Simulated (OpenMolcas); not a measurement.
## d2 ions of charge +3 down a group with 6 fluoride ligands in octahedral coordination

```
Program             : OpenMolcas
Method              : CASSCF
Spin-orbit coupling : state interaction with AMFI integrals over the reference wave functions
```

The d shell is active. Anionic complexes are neutralised by point charges behind the ligands. Distances were set from a Shannon-type radius of the metal (high-spin where two are listed) plus a fixed donor radius (F 1.31 Å). Ligand basis ANO-RCC-VDZP, DKH2 Hamiltonian. States (labels of O, the rotations of Oh). Energies in cm-1 above the lowest state or level, χT in cm3 K/mol; under a threefold ground state the first gap can be a small split of the lowest multiplet, not the spin-orbit step; 10Dq and B are least-squares fits to the states below 45000 cm-1, weighted by degeneracy, with a free offset, and given where the rms deviation is under 5 % of |10Dq| (or 100 cm-1) and under 700 cm-1. Spin-only χT is S(S+1) / 2 for the spin of the ground state.

```tsv
Ion	Shell	R (Å)	Metal basis	Outer charge (e at Å behind ligand)	Ground state	First state of that spin	10Dq	B (rms of fit)	First gap with spin-orbit (degeneracies)	χT at 300 K	First state of another spin	Spin-only χT
V3+	3d2	1.95	ANO-RCC-VTZP	0.5 at 3.2	3T1	3T2 12872	14482	1006 (75)	5.6 (2, 3)	0.891	1T2 14186	1.000
Nb3+	4d2	2.03	ANO-RCC-VTZP	0.5 at 3.2	3T1	3T2 25564	26026	669 (480)	20.8 (2, 3)	0.466	1E 10161	1.000
Ta3+	5d2	2.03	ANO-RCC-VDZP	0.5 at 2.4	3T1	3T2 29142	30300	625 (201)	219.4 (2, 3)	0.155	1E 9279	1.000
```

The rows also differ in their metal basis and outer charges, so part of each step comes from that.

|10Dq| changes by factors of 26026 / 14482 = 1.80 from V3+ to Nb3+, 30300 / 26026 = 1.16 from Nb3+ to Ta3+.

B goes from 1006 cm-1 (V3+) to 625 cm-1 (Ta3+).

χT departs most from the spin-only value for Ta3+, by -0.845 cm3 K/mol.

An orbital triplet at a regular site is open to Jahn-Teller coupling, which can distort the site and quench the lowest spin-orbit gaps and is left out. Without dynamic correlation the repulsion within the d shell is too large (B by tens of per cent), so at a given field states of lower spin stand too high. Ligand-to-metal charge-transfer states are missing. With no ligand orbital active B as a rule stays too high, so bands that hang on it stand too high and its fall with covalency is understated. With metal d orbitals alone and no dynamic correlation the field as a rule comes out too small, by tens of per cent, by up to half for chloride and softer ligands (holds for V3+). The least metal-like active orbital is 83 % on the metal (Löwdin) and no ligand orbital is active, so the numbers are rough (holds for Nb3+). With metal d orbitals alone the field can be off either way by tens of per cent (holds for Nb3+; Ta3+). The least metal-like active orbital is 79 % on the metal (Löwdin) and no ligand orbital is active, so the numbers are rough (holds for Ta3+). No measured value stands beside these numbers; the geometry is a model, was not optimised and need not be the one that this ion takes.
